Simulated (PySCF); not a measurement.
First SCF of a structure search on doublet Ti(OH)₃, at a hand-made PBE0 minimum (heavy-atom frame) geometry. PySCF input:

```python
from pyscf import gto, scf, dft
mol = gto.M(atom='''
Ti     0.000000     0.000000     0.005859
O      1.780919    -0.163283     0.009747
O     -0.749052     1.623962     0.009749
O     -1.031866    -1.460679     0.009749
H      2.576817    -0.696067     0.015392
H     -0.685597     2.579622     0.015394
H     -1.891220    -1.883555     0.015395''',
    basis={'Ti': 'def2-SVP', 'O': 'def2-SVP', 'H': 'def2-SVP'},
    charge=0, spin=1)
mf = dft.UKS(mol, xc='PBE0')
mf.grids.atom_grid = (50, 194)
aux = {'Ti': 'def2-universal-JKFIT', 'O': 'def2-universal-JKFIT', 'H': 'def2-universal-JKFIT'}
mf = mf.density_fit(auxbasis=aux)
mf.conv_tol = 1e-08
mf.diis_space = 10
mf.max_cycle = 60
mf.init_guess = 'minao'
mf.verbose = 4
mf.kernel()
```

Excerpt of the output (cycles alone):

```
init E= -1076.19051357442
cycle= 1 E= -1075.96902917499  delta_E= 0.221  |g|= 0.983  |ddm|= 2.09
cycle= 2 E= -1069.29942941903  delta_E= 6.67  |g|= 4.45  |ddm|= 2.49
cycle= 3 E= -1076.22974986414  delta_E= -6.93  |g|= 0.553  |ddm|=  2.1
cycle= 4 E= -1076.33453258683  delta_E= -0.105  |g|= 0.218  |ddm|= 0.669
cycle= 5 E= -1076.35990413163  delta_E= -0.0254  |g|= 0.028  |ddm|= 0.154
cycle= 6 E= -1076.36051219953  delta_E= -0.000608  |g|= 0.00324  |ddm|= 0.0392
cycle= 7 E= -1076.36053743175  delta_E= -2.52e-05  |g|= 0.00163  |ddm|= 0.0144
cycle= 8 E= -1076.36053954326  delta_E= -2.11e-06  |g|= 0.000374  |ddm|= 0.00348
cycle= 9 E= -1076.36053959122  delta_E= -4.8e-08  |g|= 0.00034  |ddm|= 0.000493
cycle= 10 E= -1076.3605396483  delta_E= -5.71e-08  |g|= 4.31e-05  |ddm|= 0.000281
cycle= 11 E= -1076.36053965297  delta_E= -4.68e-09  |g|= 7.63e-06  |ddm|= 0.000163
Extra cycle  E= -1076.36053965304  delta_E= -6.82e-11  |g|= 5.06e-06  |ddm|= 1.78e-05
converged SCF energy = -1076.36053965304  <S^2> = 0.75384684  2S+1 = 2.0038431
```

No lower solution of this spin was found from smeared starts or by a stability analysis within the unrestricted form.

With open d or f shells other occupations or spin states may lie lower.

The search for the lowest solution, 3 starts and the stability check together, took 31 s on 2 threads of a shared Arm Neoverse N1 host, with 88 basis functions; the process peaked at 0.64 GiB.
